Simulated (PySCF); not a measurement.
Te(Et)(OH) (C2H6OTe), SMILES CC[Te]O. Atoms are numbered in the order given.

```xyz
10

Te    -0.1262     0.0837     0.6320
C      1.3664    -0.5053    -0.8432
C      1.1444     0.1708    -2.1825
H      1.3154    -1.6016    -0.9209
H      2.3343    -0.2401    -0.3848
H      1.2757     1.2622    -2.1153
H      0.1255    -0.0321    -2.5483
H      1.8528    -0.2155    -2.9352
O     -1.6897    -0.2643    -0.6004
H     -1.8900     0.5940    -1.0033
```
Charge 0, spin multiplicity 1.

Geometry: r2SCAN-D4/def2-SVP. The def2 effective core potentials stand for the cores of Te; spin–orbit coupling is left out. One conformer was computed; it need not be the lowest.

All values below come from M06-2X/def2-TZVP (PySCF).

ESP charges are fitted to the potential on shells at 1.4 to 2.0 van der Waals radii. Atomic charges (e):

| atom | Mulliken | Löwdin | ESP fit |
|---|---|---|---|
| Te1 | … | 0.53 | 0.07 |
| C2 | -0.34 | -0.50 | -0.22 |
| C3 | … | -0.36 | -0.26 |
| H4 | 0.17 | 0.13 | 0.13 |
| H5 | 0.15 | 0.13 | 0.16 |
| H6 | 0.15 | 0.12 | 0.07 |
| H7 | 0.16 | 0.12 | 0.11 |
| H8 | 0.14 | 0.12 | 0.10 |
| O9 | -0.64 | -0.43 | -0.51 |
| H10 | … | 0.14 | 0.36 |

Question: Complete the blanks. (An estimate is asked for; the answer gives what the named calculation found.)

Answer: 
- Te1, Mulliken: 0.31
- C3, Mulliken: -0.44
- H10, Mulliken: 0.34

Computed Mayer and Wiberg (Löwdin basis) orders of the bonds:
```tsv
bond	Mayer	Wiberg
Te1–C2	1.00	1.28
C2–C3	0.93	1.37
C2–H4	0.95	0.89
C2–H5	0.95	0.89
C3–H6	0.97	0.91
C3–H7	0.97	0.90
C3–H8	0.96	0.90
Te1–O9	0.89	1.29
O9–H10	0.88	1.09
```
